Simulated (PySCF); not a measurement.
**From a computed spectrum to the compound**

A species of 3 atoms with charge 0 has these harmonic modes (PBE0, small Gaussian bases with core potentials, PySCF 2.14.0):

```
cm⁻¹  km/mol  symmetry
  97    24.6        a1
 495   160.2        b2
 505    50.2        a1
```

Q: Which species is it, and in which structure?

A: NdF2 (singlet in the valence; each metal's 4f electrons, 4 of them, lie in its core potential, out of spins and levels):
```xyz
3

Nd    0.0000    0.0000   -0.2327
F     1.8445    0.0000    0.8691
F    -1.8445    0.0000    0.8691
```
Ideal gas at 298.15 K and 1 bar: S = 306.4 J/(mol K), Cp = 51.9 J/(mol K), H − H(0 K) = 13.0 kJ/mol (rigid rotor, harmonic modes, spin degeneracy alone, that of the 4f electrons in the core included). An lcecp potential fixes the number of 4f electrons, so in runs with it no electron can move into or out of that shell; real Nd(II) is rare or takes another configuration.
 Other answers can fit too; this one was computed.
